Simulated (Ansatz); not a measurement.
A nudged elastic band was laid between two geometries of CH4O + H3Sn (10 atoms, charge 0, multiplicity 2).

These are results of Ansatz, UKS BLYP-D4/def2-SVP, not measurements.

```json
{
 "movable images": "5",
 "climbing image": "yes",
 "spring": "5.0 eV/Å²",
 "optimiser": "quadratic models (default)",
 "start path": "through a guess of the saddle point",
 "force threshold": "0.05 eV/Å",
 "iteration limit": "60",
 "end points": "relaxed"
}
```

Image 0:

```xyz
10
Properties=species:S:1:pos:R:3
H -0.992 0.423 -1.511
Sn 1.993 0.097 -0.352
O -0.812 -0.349 -0.938
C -1.590 -0.205 0.259
H 1.292 1.485 0.475
H 1.741 -1.277 0.706
H 3.742 0.392 -0.409
H -2.682 -0.193 0.044
H -1.324 0.712 0.834
H -1.368 -1.084 0.893
```

Image 6:

```xyz
10
Properties=species:S:1:pos:R:3
H -0.958 0.589 -1.434
Sn 1.894 0.637 0.148
O -0.675 -0.166 -0.880
C -1.682 -0.401 0.114
H 3.220 1.575 0.866
H 1.506 -0.631 1.297
H 2.522 -0.150 -1.286
H -2.643 -0.729 -0.343
H -1.874 0.490 0.754
H -1.308 -1.215 0.763
```

Which bonds break or form, and what moves?

No bond is made or broken.

Give the energies along the band, and the barrier.

The forces met the threshold. The highest image is number 3 of 0 to 6, 0.058 eV above the first end and 0.054 eV above the last; the last end lies 0.004 eV above the first. A vibrational analysis at the climbing image gives one clearly imaginary mode, 138i cm⁻¹: a first-order saddle point.

```tsv
image	path coordinate (Å)	energy (eV)
0	0.00	0.000
1	0.70	0.006
2	1.40	0.031
3	2.09	0.058
4	2.60	0.043
5	3.12	0.015
6	3.63	0.004
```

What is the geometry of the highest image?


```xyz
10
Properties=species:S:1:pos:R:3
H -1.061 0.701 -1.400
Sn 2.001 0.362 -0.124
O -0.817 -0.129 -0.942
C -1.721 -0.325 0.152
H 2.465 1.715 0.916
H 1.534 -0.930 0.968
H 3.465 -0.194 -0.940
H -2.761 -0.520 -0.196
H -1.738 0.534 0.861
H -1.367 -1.216 0.706
```

What are the harmonic wavenumbers there?

138i, 51, 62, 76, 115, 240, 380, 658, 667, 689, 1005, 1043, 1128, 1310, 1421, 1429, 1442, 1651, 1714, 1751, 2907, 2966, 3049, 3645 cm⁻¹.

Time of the run: 5.9 min on 2 threads of Arm Neoverse V1 (shared host), peak memory 0.15 GiB.
